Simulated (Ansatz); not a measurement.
`FC(I)O[SiH3]` and `NC(F)O[SiH3]` differ in one atom or group.

Ansatz, PBE0-D4/def2-TZVP geometries, multiplicity 1. Each molecule was computed in one conformer, which needn't be the lowest.

Elements past krypton have def2 core potentials.

| property | `FC(I)O[SiH3]` |
| --- | --- |
| size of the dipole moment (ωB97M-V/def2-TZVPP) / D | 1.39 |
| size of the dipole moment (B3LYP/def2-TZVPP) / D | 1.44 |
| HOMO–LUMO gap (PBE/def2-TZVPP) / eV | 4.25 |
| HOMO energy (B3LYP/def2-TZVPP) / eV | -7.31 |
| LUMO energy (ωB97M-V/def2-TZVPP) / eV | 0.74 |
| LUMO energy (PBE/def2-TZVPP) / eV | -2.11 |

**Question.** Give the same properties after the change, and the shifts. (Estimate.)

**Answer.** Computed: 
```json
{"property": "size of the dipole moment (ωB97M-V/def2-TZVPP) / D", "`NC(F)O[SiH3]`": "0.76", "shift": "-0.63"}
{"property": "size of the dipole moment (B3LYP/def2-TZVPP) / D", "`NC(F)O[SiH3]`": "0.74", "shift": "-0.70"}
{"property": "HOMO–LUMO gap (PBE/def2-TZVPP) / eV", "`NC(F)O[SiH3]`": "5.96", "shift": "1.71"}
{"property": "HOMO energy (B3LYP/def2-TZVPP) / eV", "`NC(F)O[SiH3]`": "-7.84", "shift": "-0.53"}
{"property": "LUMO energy (ωB97M-V/def2-TZVPP) / eV", "`NC(F)O[SiH3]`": "1.98", "shift": "1.24"}
{"property": "LUMO energy (PBE/def2-TZVPP) / eV", "`NC(F)O[SiH3]`": "-0.55", "shift": "1.56"}
```

With PBE0 the HOMO falls by 0.54 eV and the LUMO rises by 1.56 eV, so the gap widens by about 2.10 eV. PBE moves the HOMO by -0.15 eV and ωB97M-V by -0.80 eV. The zero-point energy changes by 72.5 kJ/mol with +6 modes. Dipoles are sizes alone; their direction can turn.

B3LYP here is the variant with VWN-RPA as its local correlation; programs differ in this.

Spin–orbit coupling is left out; it splits and shifts lone-pair levels of the heavy atoms by tenths of an eV.
